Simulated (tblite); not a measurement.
Compound: C5H3OP.
SMILES with atom numbers: `[CH:1]#[C:2][c:3]1[o:4][cH:5][cH:6][p:7]1` (hydrogens: H8 on C1; H9 on C5; H10 on C6)

Computed with GFN2-xTB (tblite), gas phase: L-BFGS steps from a force-field or distance-geometry start until the largest atomic force falls under 0.01 eV/Å.

Step 10: E = -509.4041 eV
```
atom  x, y, z in Å  |  force x, y, z in eV/Å
C1      3.0310   -0.1945    0.0404   -0.056  -0.031   0.009
C2      1.8293   -0.2457    0.0694    0.039   0.009  -0.005
C3      0.4282   -0.2321    0.0759   -0.025   0.031  -0.015
O4     -0.1701    0.9182   -0.3058   -0.091  -0.103   0.041
C5     -1.4934    0.8019   -0.2587   -0.014   0.012  -0.012
C6     -1.9701   -0.4024    0.1456   -0.037   0.076  -0.021
P7     -0.6502   -1.5180    0.5113    0.034   0.108  -0.035
H8      4.0786   -0.1817    0.0245    0.037  -0.018   0.009
H9     -2.0533    1.6751   -0.5482    0.041   0.001   0.001
H10    -3.0211   -0.6162    0.2231    0.071  -0.084   0.028
```

Step 11: E = -509.4053 eV
```
atom  x, y, z in Å  |  force x, y, z in eV/Å
C1      3.0304   -0.1966    0.0409    0.012  -0.023   0.007
C2      1.8288   -0.2436    0.0684   -0.002  -0.012   0.005
C3      0.4271   -0.2324    0.0766    0.019   0.049  -0.031
O4     -0.1703    0.9168   -0.3061   -0.073  -0.028   0.028
C5     -1.4933    0.8055   -0.2589   -0.051  -0.032  -0.012
C6     -1.9702   -0.3993    0.1442   -0.021   0.030   0.002
P7     -0.6519   -1.5163    0.5107    0.031   0.077  -0.024
H8      4.0791   -0.1828    0.0252   -0.004  -0.019   0.008
H9     -2.0533    1.6785   -0.5494    0.054  -0.002   0.004
H10    -3.0176   -0.6252    0.2261    0.035  -0.039   0.013
```

Step 12: E = -509.4059 eV
```
atom  x, y, z in Å  |  force x, y, z in eV/Å
C1      3.0300   -0.1980    0.0413    0.034  -0.019   0.006
C2      1.8285   -0.2430    0.0680   -0.006  -0.010   0.005
C3      0.4269   -0.2317    0.0763    0.018   0.040  -0.029
O4     -0.1715    0.9161   -0.3059   -0.038   0.036   0.007
C5     -1.4941    0.8066   -0.2593   -0.050  -0.029  -0.013
C6     -1.9703   -0.3975    0.1436   -0.011  -0.022   0.019
P7     -0.6520   -1.5143    0.5101    0.024   0.038  -0.011
H8      4.0789   -0.1836    0.0256   -0.013  -0.021   0.009
H9     -2.0523    1.6801   -0.5499    0.043   0.009   0.001
H10    -3.0151   -0.6301    0.2277   -0.003  -0.022   0.008
```

Step 13: E = -509.4062 eV
```
atom  x, y, z in Å  |  force x, y, z in eV/Å
C1      3.0299   -0.1993    0.0417    0.031  -0.016   0.005
C2      1.8284   -0.2428    0.0679   -0.009  -0.001   0.001
C3      0.4270   -0.2304    0.0755    0.015   0.039  -0.024
O4     -0.1730    0.9164   -0.3056   -0.008   0.064  -0.009
C5     -1.4954    0.8068   -0.2598   -0.031  -0.019  -0.009
C6     -1.9706   -0.3970    0.1437   -0.005  -0.043   0.022
P7     -0.6515   -1.5123    0.5094    0.022  -0.005   0.003
H8      4.0786   -0.1845    0.0261   -0.004  -0.023   0.009
H9     -2.0508    1.6814   -0.5503    0.022   0.019  -0.004
H10    -3.0136   -0.6336    0.2289   -0.032  -0.016   0.006
```

**Question.** Estimate the geometry and energy of step 14. (The exact step hangs on the optimiser's Hessian estimate; all steps are aligned on step 13, rigid shifts and turns removed.)

**Answer.** E = -509.4066 eV, largest force 0.073 eV/Å
```
atom  x, y, z in Å  |  force x, y, z in eV/Å
C1      3.0303   -0.2009    0.0421    0.011  -0.012   0.004
C2      1.8286   -0.2425    0.0678   -0.001   0.014  -0.005
C3      0.4273   -0.2282    0.0743   -0.004   0.025  -0.012
O4     -0.1749    0.9177   -0.3054    0.014   0.068  -0.021
C5     -1.4973    0.8065   -0.2605   -0.006  -0.005  -0.001
C6     -1.9713   -0.3971    0.1441    0.003  -0.048   0.018
P7     -0.6505   -1.5103    0.5089    0.027  -0.028   0.009
H8      4.0786   -0.1860    0.0267    0.008  -0.027   0.010
H9     -2.0490    1.6830   -0.5507   -0.005   0.022  -0.006
H10    -3.0129   -0.6374    0.2302   -0.046  -0.009   0.004
```

The energy changes by -0.0004 eV. The first-order estimate −F·Δx gives -0.0005 eV and the mean of the old and new forces, exact on a quadratic surface, -0.0004 eV. The step makes an angle of 54° with the force vector and moves no atom by more than 0.004 Å.

What follows is the cost of the whole relaxation. Hardware: one thread, Arm Neoverse V1 (aarch64), shared host. Cost: 0.14 s of wall time.
